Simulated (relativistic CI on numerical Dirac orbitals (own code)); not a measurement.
## Radial parameters of Tb58+

Computed by Dirac-Coulomb-Breit CI, separate exchange-only KLI orbitals for each configuration, QED by a radiative potential, unscaled Slater integrals (own radial code, finite nucleus).

Slater integrals F^k, G^k are unscaled and averaged over j, outside the closed core 1s2; ζ comes from projecting the Hamiltonian with its Breit term on Σ l·s of the shell.

- 2s²2p³: F^2(2p,2p) = 1.223e+06, ζ(2p) = 4.2628e+06 cm⁻¹; <r>(2p) = 0.07717, <r^2>(2p) = 0.007243 (bohr units).
- 2s2p⁴: F^2(2p,2p) = 1.2216e+06, G^1(2s,2p) = 1.3089e+06, ζ(2p) = 4.2502e+06 cm⁻¹; <r>(2s) = 0.08797, <r^2>(2s) = 0.00916, <r>(2p) = 0.07725, <r^2>(2p) = 0.007259 (bohr units).
- 2p⁵: ζ(2p) = 4.2378e+06 cm⁻¹; <r>(2p) = 0.07737, <r^2>(2p) = 0.007281 (bohr units).

Averages of the first 10 configurations, taken without configuration mixing, which lowers the lowest level and can move excited configurations by several eV; other configurations of the list can lie among them:

| Configuration | Parity | States | Average energy above the lowest level (eV) |
| --- | --- | --- | --- |
| 2s²2p³ | odd | 20 | 788.9 |
| 2s2p⁴ | even | 30 | 1618.6 |
| 2p⁵ | odd | 6 | 2501.8 |
| 2p⁴3s | even | 30 | 9460.6 |
| 2p⁴3p | odd | 90 | 9696.8 |
| 2p⁴3d | even | 150 | 9897.4 |
| 2s²2p²3s | even | 30 | 7813.5 |
| 2s²2p²3p | odd | 90 | 8059.2 |
| 2s²2p²3d | even | 150 | 8260.0 |
| 2s2p³3s | odd | 80 | 8610.1 |
